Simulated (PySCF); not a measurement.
H3InS, SMILES [SH][InH2]. Atoms are numbered in the order given.

```xyz
5

In    -0.0016     0.5838     0.0000
H      1.5435     1.3306     0.0000
H     -1.5694     1.2857     0.0000
S      0.0846    -1.8273     0.0000
H     -1.2495    -1.9878     0.0000
```
Charge 0, spin multiplicity 1.

The structure is a stationary point at B3LYP-D3(BJ)/def2-TZVP. The def2 effective core potentials stand for the cores of In; spin–orbit coupling is left out.

Level of theory: B3LYP-D3(BJ)/def2-TZVP (PySCF).

Frequencies are harmonic and unscaled.

```csv
mode,ν (cm⁻¹),IR (km/mol),Raman (Å⁴/amu),depolarisation,moving atoms (share of kinetic energy)
1,334,47.0,14.2,0.20,"S 75 %, In 23 %"
2,345,9.6,2.6,0.75,H 97 %
3,352,38.1,8.5,0.74,H 96 %
4,512,80.4,1.7,0.75,H 97 %
5,567,174.9,13.3,0.70,H 98 %
6,667,6.4,2.4,0.74,H 95 %
7,1820,110.3,340.3,0.12,H 100 %
8,1836,231.9,134.5,0.46,H 99 %
9,2676,1.0,118.2,0.27,H 97 %
```
